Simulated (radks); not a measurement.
Question: The neon ion Ne7+, [He] 2s1. Calculated with a radial shooting solver on a logarithmic mesh with Libxc functionals: non-relativistic Kohn-Sham, PBE, spin-polarised, spherical densities, point nucleus. Every spin shell is full or empty, so the densities are truly spherical. Functionals are evaluated on that one density, not self-consistently. Rank these exchange functionals by their error against the exact value of the orbitals, and give that value: LDA, B88, PBEsol, RPBE, WC, AM05, B86b, G96, APBE, revTPSS, r2SCAN, MS2, Tao-Mo, TASK, MVS.

Answer: Exact: -6.83178 hartree. From best to worst, with 100 (|E| - |E exact|)/|E exact| (equal figures are ties): G96 -0.14, APBE +0.22, revTPSS +0.22, r2SCAN -0.23, RPBE +0.25, MVS -0.34, B88 -0.36, MS2 +0.38, B86b -0.44, Tao-Mo +0.46, TASK -1.75, WC -3.33, PBEsol -5.60, AM05 -10.35, LDA -13.24.
